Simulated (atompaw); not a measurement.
## Pseudopotential generation for terbium: PAW (atompaw), PBE, scalar-relativistic.

The input file (atompaw 4.2.0.5):

```
Tb 65
GGA-PBE scalarrelativistic loggrid 2001 logderivrange -6 5 276
6 6 5 4 0 0
6 0 0.5
6 1 0
5 2 0
4 3 9
0 0 0
c
c
c
c
v
v
c
c
c
v
v
c
c
v
v
3
3.00 2.45 2.30 2.45
n
n
y
0.85
n
y
-0.65
n
custom rrkj vanderbiltortho gaussian
bessel
1.45
2.25
2.60
2.75
3.00
3.00
1.20
1.20
PWSCFOUT
UPFDX 0.0125d0 UPFXMIN -7.d0 UPFZMESH 65.d0
END
```

Command:

```bash
atompaw < Tb.input > Tb.log
```

The program printed (summary file):

```
Completed calculations for Tb (AE)

 Exchange-correlation type: GGA, Perdew-Burke-Ernzerhof

 Radial integration grid is logarithmic
 r0 =   1.0423744E-04 h =   6.7754336E-03   n =      2001 rmax =   8.0000000E+01

 Scalar relativistic calculation

 AEatom converged in  33 iterations
   nz     =  65.00
   delta  =       6.256095614419E-15

 All Electron Orbital energies:
  n  l      occupancy      energy
  1  0      2.0000000E+00 -3.8125416E+03
  2  0      2.0000000E+00 -6.3260237E+02
  3  0      2.0000000E+00 -1.4087219E+02
  4  0      2.0000000E+00 -2.8484394E+01
  5  0      2.0000000E+00 -4.2289623E+00
  6  0      5.0000000E-01 -8.4556892E-01
  2  1      6.0000000E+00 -5.6216038E+02
  3  1      6.0000000E+00 -1.1915235E+02
  4  1      6.0000000E+00 -2.1335873E+01
  5  1      6.0000000E+00 -2.5609880E+00
  6  1      0.0000000E+00 -5.7064100E-01
  3  2      1.0000000E+01 -9.0871781E+01
  4  2      1.0000000E+01 -1.1528591E+01
  5  2      0.0000000E+00 -7.4776968E-01
  4  3      9.0000000E+00 -9.5400826E-01

 Total energy
   Total                    :   -23417.05771707211170

 ---
 Completed calculations for Tb (SC)

 Exchange-correlation type: GGA, Perdew-Burke-Ernzerhof

 Radial integration grid is logarithmic
 r0 =   1.0423744E-04 h =   6.7754336E-03   n =      2001 rmax =   8.0000000E+01

 Scalar relativistic calculation

 SCatom converged in   4 iterations
   nz     =  65.00
   delta  =       1.796652395674E-15

 Valence Electron Orbital energies:
  n  l      occupancy      energy
   5  0      2.0000000E+00 -4.2289623E+00
   6  0      5.0000000E-01 -8.4556892E-01
   5  1      6.0000000E+00 -2.5609880E+00
   6  1      0.0000000E+00 -5.7064100E-01
   5  2      0.0000000E+00 -7.4776968E-01
   4  3      9.0000000E+00 -9.5400826E-01

 Total energy
   Total                    :   -23417.05771704136350
   Valence                  :     -727.64684249124775

 PAW parameters:
       lmax =            3
         rc =    3.0122384962349251
        irc =         1517
   rc_shape =    2.4581589665423462
    rc_vloc =    2.3127357099681336
    rc_core =    2.4581589665423462
   Vloc: truncated form - Vps(r)=A.sin(qr)/r for r<rc
   Projector type: RRKJ pseudization + Vanderbilt ortho.
   Gaussian compensation charge shape with gausstol =   1.0000E-04

 Number of basis functions     8
 No.   n  nodes  l      Energy         Cp coeff         Occ
  1    5    4    0   -0.4228962E+01 -0.3095444E+00  0.2000000E+01
  2    6    5    0   -0.8455689E+00 -0.4272572E+01  0.5000000E+00
  3    5    3    1   -0.2560988E+01 -0.1244088E+01  0.6000000E+01
  4    6    4    1   -0.5706410E+00 -0.1794767E+01  0.0000000E+00
  5    5    2    2   -0.7477697E+00 -0.4478845E+01  0.0000000E+00
  6  999    3    2    0.8500000E+00 -0.2323596E+00  0.0000000E+00
  7    4    0    3   -0.9540083E+00 -0.2073463E+02  0.9000000E+01
  8  999    1    3   -0.6500000E+00 -0.2614481E+02  0.0000000E+00

 Eigenvalues of overlap operator (in the basis of projectors):
    1        7.44109151E-02
    2        7.78804591E-02
    3        1.32825510E-01
    4        1.86335753E+00
    5        8.22785292E+00
    6        1.25515969E+01
    7        1.78709615E+01
    8        4.12388622E+02

 Orbital leakage outside PAW augmentation regions
   orb  is_core?  %out_of_sphere
   1 0    T           0.00
   2 0    T           0.00
   3 0    T           0.00
   4 0    T           0.00
   5 0    F           0.27
   6 0    F          67.82
   2 1    T           0.00
   3 1    T           0.00
   4 1    T           0.00
   5 1    F           1.80
   6 1    F          87.16
   3 2    T           0.00
   4 2    T           0.00
   5 2    F          30.92
   4 3    F           0.78

 Summary of PAW energies
   Total valence energy     :   -727.64681625116395
   Smooth energy            :    151.83656996606578
   One center               :   -879.48338621722974
   Smooth kinetic           :     92.70643424843333
   Vloc energy              :     47.06379037140738
   Smooth exch-corr         :    -15.85150677057001
   One-center xc            :   -495.45881533821847
```

The run took about 8.9 s on one core of a shared server CPU.
